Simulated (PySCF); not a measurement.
## Identify the compound

The spectra below were simulated for a compound C6H7NO.

¹H NMR (300 MHz, computed): δ 6.66 (br, 1H), 4.75 (br, 1H), 1.64 (s, 1H), 1.46 (m, 2H), 1.09 (m, 2H).

¹³C{¹H} NMR (computed): δ 171.9 (C), 91.5 (C), 75.7 (CH), 22.2 (CH2, 2C), 15.9 (C).

PySCF 2.14.0 with density-fitted response routines calculation with coordinates at the GFN2-xTB level and shieldings: GIAO PBE0/pcSseg-1; non-relativistic Hamiltonian, in vacuum, averaged over atoms made equivalent by symmetry, fast rotation or ring inversion, one computed conformer.

δ = σ(ref) − σ, references computed at the same level: ¹H and ¹³C against TMS.

Question: Choose the structure that fits.
A. Cn1cccc1C=O
B. Cc1cccc[n+]1[O-]
C. C#CC1(C(N)=O)CC1

Answer: C. 

Rings plus π bonds: 4 (1 ring in the answer). 5 carbon signals for 6 carbons: some carbons are equivalent by symmetry or fast rotation. Carbon types of the structure: 3 × C, 1 × CH, 2 × CH2, leaving 2 H on heteroatoms. δC 171.9: amide carbonyl carbon; lone-pair donation from the attached heteroatom keeps it upfield of a ketone carbonyl. δC 91.5: alkyne carbon; sp carbons lie upfield of alkene carbons because the cylindrical π system leaves one tensor component strongly shielded. δC 75.7: terminal alkyne carbon; the triple bond shields along its axis, which puts it between sp3 and sp2 carbons. δC 22.2, 15.9: three-membered-ring carbon; carbons of three-membered rings are unusually shielded. δH 1.46, 1.09: hydrogen on a three-membered-ring carbon; cyclopropane-type protons are shielded by the ring.

The others: Cc1cccc[n+]1[O-] would give 6 carbon signals, not 5; Cn1cccc1C=O would give 6 carbon signals, not 5.

Exchangeable OH/NH protons stand at their gas-phase positions; hydrogen bonding in a real sample shifts them, mostly to higher δ. The two substituents on the amide-type nitrogen aren't averaged: C–N rotation is slow on the NMR time scale. Shifts are as computed. Against solution values, carbons near 30 ppm lie about +3 ppm off and those near 130 ppm about +5 ppm. Of 1211 compounds with measured shifts, 218 miss one by over three times the rms of a fit or turn the order of signals round; such compounds aren't used in these exercises. Hydrogen bonding in solution deshields acid and N–H amide carbonyl carbons by as much as 10 ppm beyond these values. Multiplicities follow the n + 1 count of equivalent neighbours, as no J values were calculated; m marks all less simple cases, F and P coupling included.
